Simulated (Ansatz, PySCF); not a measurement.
CH₆GeO₃, SMILES [CH3][Ge]([OH])([OH])[OH]. Atoms are numbered in the order given.

```xyz
11

C      0.0000     0.0000    -1.9484
Ge     0.0000     0.0000    -0.0177
O     -0.8514    -1.4221     0.6393
O     -0.8059     1.4484     0.6393
O      1.6573    -0.0263     0.6393
H     -0.9900    -0.3039    -2.3170
H      0.2318     1.0093    -2.3170
H      0.7581    -0.7054    -2.3170
H     -0.3013    -1.8823     1.2881
H     -1.4794     1.2021     1.2881
H      1.7807     0.6802     1.2881
```

Geometry optimised at B3LYP-D3(BJ)/def2-SVP. One conformer was computed; it need not be the lowest.

Vertical ionisation energy (IE) and electron affinity (EA) in eV. Rows of orbital energies are one-electron estimates. Where ΔSCF, EOM or ADC give a negative EA the extra electron is unbound and the value depends on the basis.

```csv
level,IE,EA
"−ε(HOMO), −ε(LUMO), M06-2X/def2-TZVP (PySCF)",10.10,-0.88
"−ε(HOMO), −ε(LUMO), PBE/def2-TZVP (PySCF)",6.88,0.72
"ΔSCF, PBE0/def2-TZVPD (Ansatz), final states of multiplicity 2 and 2",?,?
"ΔSCF, PBE/def2-TZVPD (Ansatz), final states of multiplicity 2 and 2",10.00,-0.43
```

Task: Fill in the missing entries. (An estimate is asked for; the answer gives what the named calculation found.)

Result: 
- ΔSCF, PBE0/def2-TZVPD (Ansatz, a quantum-chemistry and plane-wave program), final states of multiplicity 2 and 2, IE: 10.61
- ΔSCF, PBE0/def2-TZVPD (Ansatz), final states of multiplicity 2 and 2, EA: -0.62

Task: What vertical singlet–triplet gap does ΔSCF give with PBE0/def2-TZVPD (Ansatz) and with PBE/def2-TZVPD (Ansatz)? (An estimate is asked for; the answer gives what the named calculation found.)

Result: 6.66 and 5.80 eV (triplet above singlet where positive).
